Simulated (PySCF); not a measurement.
```xyz
8

B      0.9723    -0.2397    -0.0615
C     -0.1151     0.8203     0.0500
C     -0.4868    -0.6720    -0.0119
H      2.1201    -0.5226    -0.1342
H     -0.3594     1.4387    -0.8097
H     -0.2697     1.3418     0.9909
H     -0.9759    -1.0348    -0.9120
H     -0.8856    -1.1318     0.8885
```

Charge 0, multiplicity 1.

Q: Give the Mulliken and meta-Löwdin atomic charges from PBE0-D4/def2-TZVP (PySCF).

A: 
```
atom  Mulliken (e)  meta-Löwdin (e)
----  ------------  ---------------
B1            0.08             0.12
C2           -0.33            -0.35
C3           -0.33            -0.35
H4            0.05             0.03
H5            0.13             0.14
H6            0.13             0.14
H7            0.13             0.14
H8            0.13             0.14
```
